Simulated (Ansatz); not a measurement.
System: C3H12Si2, charge 0, multiplicity 1. 
Geometry from a B3LYP-D3(BJ)/def2-TZVP (Ansatz, a first-principles code) optimisation:
```xyz
17

C      2.5007     0.3677     0.1939
C      1.3261    -0.1795    -0.6145
C     -0.0530     0.3698    -0.1812
Si    -1.4106    -0.2131    -1.3494
Si    -0.4916    -0.0374     1.6072
H      3.4494    -0.0060    -0.1955
H      2.4389     0.0792     1.2449
H      2.5270     1.4591     0.1532
H      1.3166    -1.2716    -0.5431
H      1.4887     0.0504    -1.6720
H     -0.0415     1.4650    -0.2584
H     -1.6404    -1.6698    -1.1829
H     -1.0098     0.0347    -2.7573
H     -2.6817     0.4995    -1.0802
H     -1.9301     0.2262     1.8544
H      0.2915     0.7660     2.5766
H     -0.2213    -1.4737     1.8625
```

Dipole moments at this geometry, in debye (magnitudes).

```csv
level,program,dipole (D)
revPBE/def2-TZVPD,Ansatz,1.13
r2SCAN/def2-TZVPD,Ansatz,1.12
B97M-V/def2-TZVPD,Ansatz,1.27
B3LYP/def2-TZVPD,Ansatz,1.07
PBE0/def2-TZVPD,Ansatz,1.09
BHLYP/def2-TZVPD,Ansatz,[?]
r2SCANh/def2-TZVPD,Ansatz,1.11
r2SCAN0/def2-TZVPD,Ansatz,1.10
CAM-B3LYP/def2-TZVPD,Ansatz,1.04
LC-wPBE/def2-TZVPD,Ansatz,1.05
wB97M-V/def2-TZVPD,Ansatz,1.07
wB97X-V/def2-TZVPD,Ansatz,1.06
CCSD(T)/aug-cc-pV(D+d)Z,Ansatz,[?]
```

What belongs in the gaps?


- BHLYP/def2-TZVPD, dipole (D): 1.04
- CCSD(T)/aug-cc-pV(D+d)Z, dipole (D): 1.06
